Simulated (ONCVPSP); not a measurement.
## Potentials for Fe compared

Generated with ld1.x 7.5 (TM, RRKJ, ultrasoft, PAW), atompaw 4.2 or ONCVPSP 4.0.1. The cutoff is in Ry: for ld1.x and atompaw files where the sum of valence levels is converged to 10 mRy in a Bessel basis, for ONCV files where the hardest occupied wave has 1 mHa per electron of residual kinetic energy. The error is the largest all-electron minus pseudo excitation energy over each file’s own four to seven test configurations (ionisations up to +4, promotions, holes and added fractions of an electron), all of which were solved. The labels leave out finer settings (local radius, basis sizes, second energies), which also bear on the numbers. Spin-polarised tests are not counted. The rows are a selection from randomly drawn settings: files with unsolved tests, undetermined cutoffs or missed reference levels are left out.

```csv
potential,cutoff (Ry),largest error (meV),bound ghosts
"ONCV, PBE, scalar-relativistic, rc 1.05/1.05/1.45 (spd), local smoothed, core correction yes, reference 3s2 3p6 3d6 4s2, qcut 10.6/15.7/9.6, projectors 2/2/1",113,-9.6,none
"ONCV, PBE, fully relativistic, rc 1.15/1.05/1.40 (spd), local smoothed, core correction no, reference 3s2 3p6 3d6, qcut 9.1/13.1/11.5, projectors 2/2/3",117,+38,none
"ONCV, PBEsol, scalar-relativistic, rc 1.05/1.25/1.50 (spd), local smoothed, core correction yes, reference 3s2 3p6 3d6 4s1.5 4p0.5, qcut 15/9/8.7, projectors 2/3/1",125,+5.7,none
"ONCV, LDA (Perdew-Wang 92), scalar-relativistic, rc 0.95/0.85/1.75 (spd), local smoothed, core correction no, reference 3s2 3p6 3d5, qcut 10.6/8.7/9.9, projectors 2/2/2",98,-154,none
```

(1) Fill in the row for Fe: ONCV, PBE, scalar-relativistic, rc 1.25/1.25/1.80 (spd), local smoothed, core correction yes, reference 3s2 3p6 3d7 4s1, qcut 12.2/10.7/10.5, projectors 2/2/2.

(2) Fill in the row for Fe: ONCV, LDA (Perdew-Wang 92), scalar-relativistic, rc 1.40/1.10/1.25 (spd), local smoothed, core correction yes, reference 3s2 3p6 3d6 4s2, qcut 8/13/12.6, projectors 2/2/2.

(3) Fill in the row for Fe: ONCV, LDA (Perdew-Wang 92), scalar-relativistic, rc 1.50/0.85/1.25/1.55 (spdf), local smoothed, core correction no, reference 3s2 3p6 3d6 4s2, qcut 8.1/10/12.2/7.1, projectors 2/2/2/2.

Answers

(1) cutoff 91 Ry, largest error +233 meV, bound ghosts: none.

(2) cutoff 122 Ry, largest error +17 meV, bound ghosts: none.

(3) cutoff 118 Ry, largest error +18 meV, bound ghosts: none.
